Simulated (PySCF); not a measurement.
## `C#CCc1ccco1`: 4 charge schemes on one density

Compound: C7H6O.
Numbering: `[CH:1]#[C:2][CH2:3][c:4]1[cH:5][cH:6][cH:7][o:8]1` (hydrogens: H9 on C1; H10, H11 on C3; H12 on C5; H13 on C6; H14 on C7)

Geometry (GFN2-xTB, Å), atoms numbered from 1 in this order:
```
atom  x, y, z in Å
C1    -2.9660    0.8722    0.4800
C2    -2.1784    0.0679    0.0760
C3    -1.2001   -0.8927   -0.4037
C4     0.1901   -0.3731   -0.2161
C5     0.9006   -0.0780    0.9095
C6     2.1633    0.3886    0.4676
C7     2.1238    0.3431   -0.8899
O8     0.9327   -0.1162   -1.3129
H9    -3.6664    1.5701    0.8298
H10   -1.3282   -1.8312    0.1451
H11   -1.3658   -1.0795   -1.4676
H12    0.5648   -0.1773    1.9212
H13    2.9820    0.7096    1.0782
H14    2.8470    0.5958   -1.6395
```

Density: PBE0/pcSseg-1 (PySCF); schemes: Mulliken, IAO, Hirshfeld and ESP-fitted. Isolated species at its GFN2-xTB geometry (one conformer only).

Q: For which atoms does the sign change between the 4 schemes (beyond +0.03 e in one, beyond −0.03 e in another)?

A: C2 and C7.

Q: At which atom do the 4 schemes differ most?

A: At C1: from -0.614 (ESP-fitted) to -0.124 e (Hirshfeld), 0.490 e apart.

Q: Tabulate the Mulliken, IAO, Hirshfeld and ESP-fitted charges.

A: In e:

```json
{"atom": "C1", "environment": "terminal alkyne carbon", "Mulliken": "-0.360", "IAO": "-0.249", "Hirshfeld": "-0.124", "ESP-fitted": "-0.614"}
{"atom": "C2", "environment": "alkyne carbon", "Mulliken": "+0.153", "IAO": "-0.021", "Hirshfeld": "-0.042", "ESP-fitted": "+0.259"}
{"atom": "C3", "environment": "benzylic-type carbon", "Mulliken": "-0.053", "IAO": "-0.289", "Hirshfeld": "-0.051", "ESP-fitted": "-0.453"}
{"atom": "C4", "environment": "substituted aromatic carbon", "Mulliken": "+0.131", "IAO": "+0.168", "Hirshfeld": "+0.066", "ESP-fitted": "+0.375"}
{"atom": "C5", "environment": "aromatic CH carbon", "Mulliken": "-0.142", "IAO": "-0.229", "Hirshfeld": "-0.093", "ESP-fitted": "-0.325"}
{"atom": "C6", "environment": "aromatic CH carbon", "Mulliken": "-0.147", "IAO": "-0.219", "Hirshfeld": "-0.090", "ESP-fitted": "-0.242"}
{"atom": "C7", "environment": "aromatic CH next to a ring oxygen", "Mulliken": "+0.148", "IAO": "-0.004", "Hirshfeld": "0.000", "ESP-fitted": "-0.126"}
{"atom": "O8", "environment": "furan-type oxygen", "Mulliken": "-0.374", "IAO": "-0.231", "Hirshfeld": "-0.061", "ESP-fitted": "-0.171"}
{"atom": "H9", "environment": "alkyne hydrogen", "Mulliken": "+0.042", "IAO": "+0.201", "Hirshfeld": "+0.090", "ESP-fitted": "+0.355"}
{"atom": "H10", "environment": "methylene hydrogen", "Mulliken": "+0.173", "IAO": "+0.181", "Hirshfeld": "+0.064", "ESP-fitted": "+0.169"}
{"atom": "H11", "environment": "methylene hydrogen", "Mulliken": "+0.169", "IAO": "+0.186", "Hirshfeld": "+0.065", "ESP-fitted": "+0.187"}
{"atom": "H12", "environment": "aromatic hydrogen", "Mulliken": "+0.074", "IAO": "+0.167", "Hirshfeld": "+0.056", "ESP-fitted": "+0.199"}
{"atom": "H13", "environment": "aromatic hydrogen", "Mulliken": "+0.091", "IAO": "+0.167", "Hirshfeld": "+0.057", "ESP-fitted": "+0.195"}
{"atom": "H14", "environment": "aromatic hydrogen", "Mulliken": "+0.096", "IAO": "+0.172", "Hirshfeld": "+0.062", "ESP-fitted": "+0.192"}
```

Mean size of the charges over all atoms: ESP-fitted 0.276 e, IAO 0.177 e, Mulliken 0.154 e, Hirshfeld 0.066 e. Each set sums to the total charge, 0, to within 0.001 e. The Mulliken scheme counts on each atom the diagonal of the density matrix times the overlap matrix over that atom's basis functions. The Hirshfeld scheme weights the molecular density at each point by an atom's share of the summed free-atom densities.

Q: How many electrons does the Hirshfeld scheme count on O8?

A: Z − q = 8 − (-0.061) = 8.061.

Q: Sum the charges by element, for elements with more than one atom.

A: 
| element | atoms | Mulliken | IAO | Hirshfeld | ESP-fitted |
| --- | --- | --- | --- | --- | --- |
| C | 7 | -0.271 | -0.843 | -0.335 | -1.125 |
| H | 6 | +0.644 | +1.074 | +0.395 | +1.297 |

Q: How closely do the schemes follow one another over all atoms?

A: Correlation coefficient and root-mean-square difference: IAO with Hirshfeld 0.96, 0.126 e; IAO with ESP-fitted 0.90, 0.155 e; Hirshfeld with ESP-fitted 0.87, 0.245 e; Mulliken with IAO 0.80, 0.120 e; Mulliken with Hirshfeld 0.77, 0.134 e; Mulliken with ESP-fitted 0.76, 0.205 e.
